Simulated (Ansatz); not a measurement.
Geometry optimisation, Ansatz, DFT PBE, scalar-relativistic, plane waves, PAW.

The input (input.yaml):

```yaml
crystal:
  lattice:
    - [5.048742, 0.0, 0.0]
    - [0.0, 5.048742, 0.0]
    - [0.0, 0.0, 15.835561]
  atoms:
    - { symbol: H, position: [0.4277868, 0.0, 0.063149] }
    - { symbol: H, position: [0.0722132, 0.0, 0.063149] }
    - { symbol: H, position: [0.9277868, 0.0, 0.063149] }
    - { symbol: H, position: [0.5722132, 0.0, 0.063149] }
    - { symbol: H, position: [0.4277868, 0.5, 0.063149] }
    - { symbol: H, position: [0.0722132, 0.5, 0.063149] }
    - { symbol: H, position: [0.9277868, 0.5, 0.063149] }
    - { symbol: H, position: [0.5722132, 0.5, 0.063149] }
    - { symbol: C, position: [0.25, 0.0, 0.1032297] }
    - { symbol: C, position: [0.75, 0.0, 0.1032297] }
    - { symbol: C, position: [0.25, 0.5, 0.1032297] }
    - { symbol: C, position: [0.75, 0.5, 0.1032297] }
    - { symbol: C, position: [0.25, 0.25, 0.1595902] }
    - { symbol: C, position: [0.75, 0.25, 0.1595902] }
    - { symbol: C, position: [0.25, 0.75, 0.1595902] }
    - { symbol: C, position: [0.75, 0.75, 0.1595902] }
    - { symbol: C, position: [0.0, 0.25, 0.2159507] }
    - { symbol: C, position: [0.5, 0.25, 0.2159507] }
    - { symbol: C, position: [0.0, 0.75, 0.2159507] }
    - { symbol: C, position: [0.5, 0.75, 0.2159507] }
    - { symbol: C, position: [0.0, 0.0, 0.2723112] }
    - { symbol: C, position: [0.5, 0.0, 0.2723112] }
    - { symbol: C, position: [0.0, 0.5, 0.2723112] }
    - { symbol: C, position: [0.5, 0.5, 0.2723112] }
    - { symbol: C, position: [0.25, 0.0969069, 0.3261457] }
    - { symbol: C, position: [0.75, 0.0969069, 0.3261457] }
    - { symbol: C, position: [0.25, 0.4030931, 0.3034121] }
    - { symbol: C, position: [0.75, 0.4030931, 0.3034121] }
    - { symbol: H, position: [0.25, 0.4791182, 0.3685099] }
    - { symbol: H, position: [0.75, 0.4791182, 0.3685099] }
    - { symbol: C, position: [0.7552637, 0.4068441, 0.4322904] }
    - { symbol: F, position: [0.9480343, 0.3342346, 0.4815466] }
    - { symbol: F, position: [0.562493, 0.4794535, 0.4815466] }
basis:
  ecutwfc: 420.0
kpoints:
  mp_grid: { grid: [2, 2, 1] }
hamiltonian:
  xc: pbe
  pseudopotentials: { kind: paw, azcp: { folder: soft_1 } }
scf:
  occupations: { method: fermi_dirac, width: 0.05 }
  lower_state_search: "off"
relax:
  f_tol: 0.03
  max_steps: 60
  adjacent_minimum: "off"
  constraints: [{ sites: [0, 1, 2, 3, 4, 5, 6, 7, 8, 9, 10, 11, 12, 13, 14, 15] }]
```

Command:

```bash
$ ansatz run input.yaml --threads 1 --pin off --max-ram 3072MiB --backend cpu --events-out ev --progress --plain --runs-dir out
```

Problem. Where does it end, and by what steps?

Solution. The run converged. Limits of this set-up: coarse k mesh, thin slab, slab without dipole correction. After 27 steps the energy has fallen by 10.124 eV; F32 moved furthest, 2.35 Å. The start is strongly strained (largest force component 10 eV/Å), so its close contacts needn't be bonds. Parted: H30–C31. Joined: C26–C31.

```tsv
step	energy less start (eV)	largest force component (eV/Å)	accepted
0	0.0000	9.757	yes
1	-3.9203	4.855	yes
2	-5.4365	1.787	yes
3	-6.0491	1.609	yes
4	-6.4767	1.696	yes
5	-6.8815	1.658	yes
6	-7.1679	1.189	yes
7	-7.3741	0.722	yes
8	-7.4846	0.805	yes
9	-7.5835	0.586	yes
10	-7.6797	0.371	yes
11	-7.7595	0.386	yes
12	-7.8558	0.416	yes
13	-7.9721	0.520	yes
14	-8.1213	0.739	yes
15	-8.3220	0.926	yes
16	-8.6054	1.228	yes
17	-9.0105	1.467	yes
18	-9.5085	1.457	yes
19	-9.8616	0.801	yes
20	-9.9684	1.164	yes
21	-10.0441	0.246	yes
22	-10.0839	0.254	yes
23	-10.1071	0.322	yes
24	-10.1037	0.578	no
25	-10.1214	0.069	yes
26	-10.1237	0.071	yes
27	-10.1241	0.017	yes
```

```xyz
33
Lattice="5.0487 0.0000 0.0000 0.0000 5.0487 0.0000 0.0000 0.0000 15.8356" Properties=species:S:1:pos:R:3
H 2.160 0.000 1.000
H 0.365 0.000 1.000
H 4.684 0.000 1.000
H 2.889 0.000 1.000
H 2.160 2.524 1.000
H 0.365 2.524 1.000
H 4.684 2.524 1.000
H 2.889 2.524 1.000
C 1.262 0.000 1.635
C 3.787 0.000 1.635
C 1.262 2.524 1.635
C 3.787 2.524 1.635
C 1.262 1.262 2.527
C 3.787 1.262 2.527
C 1.262 3.787 2.527
C 3.787 3.787 2.527
C -0.008 1.274 3.359
C 2.525 1.270 3.352
C 0.003 3.785 3.490
C 2.525 3.785 3.488
C 0.017 0.070 4.339
C 2.528 0.067 4.336
C -0.004 2.448 4.332
C 2.526 2.444 4.324
C 1.267 0.483 5.032
C 3.791 0.441 5.174
C 1.263 2.075 5.141
C 3.782 2.112 5.137
H 1.273 2.470 6.162
H 3.764 2.541 6.143
C 3.849 -0.104 6.583
F 5.110 -0.514 6.884
F 3.473 0.790 7.539
```

Whether the end is a true minimum wasn't checked by a vibrational analysis.

Time of the run: 3.6 min on 1 thread of Intel(R) Xeon(R) Platinum 8259CL CPU @ 2.50GHz (Skylake/Cascade Lake), with other jobs on the host, peak memory 0.67 GiB.
